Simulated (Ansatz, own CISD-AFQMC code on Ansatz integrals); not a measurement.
C2H4Si, SMILES `C1C[Si]1` (charge 0, multiplicity 1).

Cartesian coordinates (Å):
SMILES: C1C[Si]1
```xyz
7

C     -0.7542    -0.0050    -0.0681
C      0.7478    -0.1091     0.0485
Si     0.0929     1.6587     0.2846
H     -1.3579    -0.4461     0.7200
H     -1.2003    -0.1518    -1.0475
H      1.1571    -0.6205     0.9150
H      1.3146    -0.3261    -0.8525
```
Charge 0, spin multiplicity 1.

Frozen-core correlation energies in cc-pVDZ at a geometry from B3LYP-D3(BJ)/def2-TZVP, on an HF energy of -366.91223 Ha (<S^2> = 0.00, restricted and unstable towards unrestricted orbitals). Wave-function levels are from Ansatz, the walk from an own CISD-AFQMC code on Ansatz integrals (time step 0.005/Ha, trial state from CCSD amplitudes, largest double 0.08).

| level | correlation energy (mHa) |
|---|---|
| MP2 | -360.8 |
| CCSD | -400.0 |
| CCSD(T) | -413.9 |
| CCSDT(Q) | -415.8 |

Problem. What correlation energy does phaseless AFQMC give, and where does it lie among these levels?

Solution. -415.8 ± 0.4 mHa (one standard error). AFQMC minus each level: MP2 -55.0 mHa, CCSD -15.7 mHa, CCSD(T) -1.9 mHa, CCSDT(Q) +0.0 mHa.
